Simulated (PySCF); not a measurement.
# Nuclear quadrupole coupling in `C#Cc1pcpc(SC)p1`

Compound: C₆H₅P₃S.
Geometry (PBE0-D3(BJ)/def2-SVP, Å), atoms numbered from 1 in this order:
```
atom  x, y, z in Å
C1     4.3810    0.3209    1.4522
C2     3.3004    0.2934    0.8955
C3     2.0401    0.2649    0.2366
P4     2.1012    0.7920   -1.4430
C5     0.4777    0.6663   -1.9948
P6    -1.0484    0.1837   -1.3424
C7    -0.7328   -0.2691    0.3229
S8    -2.0654   -0.8202    1.3236
C9    -3.5020   -0.7522    0.2426
P10    0.7517   -0.2858    1.2712
H11    5.3359    0.3415    1.9440
H12    0.3755    0.9711   -3.0464
H13   -3.6975    0.2717   -0.1092
H14   -3.3907   -1.4222   -0.6229
H15   -4.3423   -1.0926    0.8633
```

Field gradients from the PBE0/pcSseg-1 density (PySCF, non-relativistic), principal values in atomic units, ordered |Vxx| ≤ |Vyy| ≤ |Vzz|:

```
atom     Vxx     Vyy      Vzz
  S8  0.1958  2.3145  -2.5103
```

Q: Find the asymmetry η = (Vxx − Vyy)/Vzz and the couplings χ = eQV/h (234.96 MHz × Q in barn × V in au), with Q(33S) = −0.0678 b.

A: 
```json
{"atom": "S8", "environment": "sulfide sulfur", "nucleus": "33S", "η": "0.84", "χzz (MHz)": "39.99", "χxx (MHz)": "-3.12", "χyy (MHz)": "-36.87"}
```

Q: What is Vzz at S8 in SI units (1 au = 9.71736 × 10²¹ V/m²)?

A: -2.5103 au = -24.394 × 10²¹ V/m².

Q: And the gradient at the other heavy atoms, for which no coupling is worked out here?

A: 
```json
{"atom": "C1", "environment": "terminal alkyne carbon", "Vzz (au)": "-0.274", "η": "0.11"}
{"atom": "C2", "environment": "alkyne carbon", "Vzz (au)": "-0.265", "η": "0.02"}
{"atom": "C3", "environment": "substituted aromatic carbon", "Vzz (au)": "0.247", "η": "0.36"}
{"atom": "P4", "environment": "phosphorus bonded to 2 C", "Vzz (au)": "-1.218", "η": "0.43"}
{"atom": "C5", "environment": "aromatic CH carbon", "Vzz (au)": "0.323", "η": "0.15"}
{"atom": "P6", "environment": "phosphorus bonded to 2 C", "Vzz (au)": "-1.166", "η": "0.30"}
{"atom": "C7", "environment": "substituted aromatic carbon", "Vzz (au)": "-0.263", "η": "0.95"}
{"atom": "C9", "environment": "S-methyl carbon", "Vzz (au)": "0.275", "η": "0.05"}
{"atom": "P10", "environment": "phosphorus bonded to 2 C", "Vzz (au)": "-1.178", "η": "0.36"}
```

Q: What couplings would deuterons (Q(2H) = 0.00286 b) have in place of the hydrogens, at this geometry?

A: 
| atom | bonded to | bond length (Å) | Vzz (au) | η | χzz (kHz) |
| --- | --- | --- | --- | --- | --- |
| H11 | C1 | 1.074 | 0.3421 | 0.00 | 230 |
| H12 | C5 | 1.100 | 0.2943 | 0.09 | 198 |
| H13 | C9 | 1.100 | 0.2866 | 0.04 | 193 |
| H14 | C9 | 1.100 | 0.2867 | 0.04 | 193 |
| H15 | C9 | 1.099 | 0.2913 | 0.06 | 196 |

Geometry: PBE0-D3(BJ)/def2-SVP, one conformer, isolated molecule. With so small a basis the couplings can be 20 % off.
